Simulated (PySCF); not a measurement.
# Relaxation of singlet InSCl

These are results of PySCF, PBE0, basis In def2-TZVP with ECP28, S def2-TZVP, Cl def2-TZVP (scalar-relativistic core potentials, no spin–orbit coupling, density fitting), not measurements. A (50,194) grid was used.

A hand-made bent start, of Cs symmetry, held to at least that symmetry:

```xyz
3
charge 0 multiplicity 1, angstrom
In   -0.0484    0.0000   -0.4978
S    -1.9324    0.0000    0.8214
Cl    1.9258    0.0000    0.8845
```

Optimiser trace:
```
step  E − E(last) (kJ/mol)  largest gradient (Eh/bohr)
   0                119.01                     0.04093
   1                 79.41                     0.03158
   2                 32.96                     0.02014
   3                 10.07                     0.01187
   4                  1.16                     0.00423
   5                  0.13                     0.00399
   6                  0.10                     0.00366
   7                  0.00                     0.00057
   8                  0.00                     0.00036
   9                  0.00                     0.00001
```

It ends at C∞v with In–Cl 2.273 Å, In–S 2.184 Å; Cl–In–S 180.0°. The frequency run here used a shortcut that can spoil soft modes, so no verdict on minimum or saddle point is given. Other isomers or separated fragments may lie lower.

The relaxation took roughly 60 core-seconds on a shared host.
